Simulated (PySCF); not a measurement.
C3H2O, SMILES C#CC=O.

Geometry optimised at B3LYP-D3(BJ)/def2-SVP.

These are HF/def2-TZVPD (PySCF) values and carry that method's errors.

Isolated molecule, no solvent.

Estimate the frontier levels, gap, dipole moment and polarisability. (An estimate is asked for; the answer gives what the named calculation found.)


```
Property                                                                                                       Result
---------------------------------------------------------------------------------------------  ----------------------
highest occupied level                                                                                      -11.59 eV
lowest empty level                                                                                            1.64 eV
orbital gap                                                                                                  13.23 eV
dipole moment                                                                                                  3.27 D
quadrupole, principal values (traceless, Buckingham form, about the centre of nuclear charge)  -5.25, -1.75, 7.01 D·Å
mean static polarisability                                                                       37.8 bohr³ (5.60 Å³)
polarisability, principal values                                                               25.4, 31.6, 56.4 bohr³
```
